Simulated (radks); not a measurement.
The numbers below are computed, except where a source is named.
Question: The neon ion Ne3+, [He] 2s2 2p3. Code: a radial shooting solver on a logarithmic mesh with Libxc functionals. Model: non-relativistic Kohn-Sham, exchange-only B88, spin-polarised, spherical densities, point nucleus. Every spin shell is full or empty, so the densities are truly spherical. Functionals are evaluated on that one density, not self-consistently. Rank these exchange functionals by their error against the exact value of the orbitals, and give that value: LDA, B88, revPBE, OPTX, WC, AM05, SOGGA, EV93, SCAN, Tao-Mo.

Answer: Exact: -10.4800 hartree. From best to worst, with 100 (|E| - |E exact|)/|E exact| (equal figures are ties): SCAN +0.04, Tao-Mo +0.07, OPTX -0.08, revPBE -0.11, B88 -0.21, WC -2.34, EV93 +2.48, SOGGA -4.47, AM05 -8.39, LDA -10.15.
